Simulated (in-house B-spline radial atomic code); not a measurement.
**PBE excitations of Kr IX (Kr8+)**

Method: PBE. Computed with a B-spline radial code for spherical atoms: linear response of the closed shell [Ar] 3d10 with the functional's adiabatic kernel; non-relativistic, point nucleus, no spin-orbit coupling, no double excitations, S, P, D and F terms only. Only terms of natural parity with L up to 3 were computed.

Without relativity these are model numbers for so heavy an element.

Command:
```bash
python run_td.py task.json out
```
Settings (radii: box in bohr, nucleus in fm):
```
Z                        36
electrons                28
configuration            [Ar] 3d10
hamiltonian              nr
method                   pbe,pbe
box_radius               11.59
intervals                52
```

Run time, properties included: 0.7 s on 1 thread of Intel(R) Xeon(R) Platinum 8259CL CPU @ 2.50GHz (Skylake/Cascade Lake), with other jobs on the host.

The lowest states, in the order of their Tamm-Dancoff energies; the method's threshold (minus the highest occupied level) is 216.36 eV. Labels give the largest channel, * marks a mixed state, and oscillator strengths are full-response dipole values. Semilocal kernels can invert the small singlet-triplet splittings of Rydberg terms. Energies in eV:

| state | full response | Tamm-Dancoff | oscillator strength |
| --- | --- | --- | --- |
| 3d → 4s 3D | 82.89 | 82.91 | - |
| 3d → 4s 1D | 83.73 | 83.74 | - |
| 3d → 4p 3P | 100.43 | 100.45 | - |
| 3d → 4p 3F | 100.66 | 100.67 | - |
| 3d → 4p 1F | 101.33 | 101.34 | - |
| 3d → 4p 1P | 102.75 | 102.84 | 0.523 |
| 3d → 4d 3S | 128.50 | 128.54 | - |
| 3d → 4d 3D | ? | ? | - |
| 3d → 4d 1D | 130.83 | 130.85 | - |
| 3d → 4d 1S | 138.42 | 139.44 | - |
| 3d → 5s 3D | 149.14 | 149.15 | - |
| 3d → 5s 1D | 149.39 | 149.39 | - |
| 3d → 4f 3P | 155.27 | 155.27 | - |
| 3d → 4f 3F | 155.60 | 155.61 | - |
| 3d → 4f 1F | 155.91 | 155.91 | - |
| 3d → 5p 3P | 156.10 | 156.10 | - |
| 3d → 5p 3F | 156.19 | 156.19 | - |
| 3d → 5p 1F | 156.40 | 156.40 | - |
| 3d → 5p 1P | 156.73 | 156.76 | 0.00499 |
| 3d → 4f 1P | 157.58 | 157.67 | 1.47 |
| 3d → 5d 3S | ? | ? | - |
| 3d → 5d 3D | 167.79 | 167.80 | - |

**Question.** Where does 3d → 4d 3D lie?

**Answer.** At 129.79 eV in full response, 129.80 eV in Tamm-Dancoff.

**Question.** Where does 3d → 5d 3S lie?

**Answer.** At 167.35 eV in full response, 167.36 eV in Tamm-Dancoff.

**Question.** How large is the singlet-triplet splitting of 3d → 4s (D terms) in Tamm-Dancoff?

**Answer.** 0.834 eV, from the unrounded values.

**Question.** What polarisabilities and dispersion coefficient does the method give?

**Answer.** Dipole 0.2096 bohr³, quadrupole 0.1421 bohr⁵, C6 0.2457 hartree·bohr⁶ for two such species.
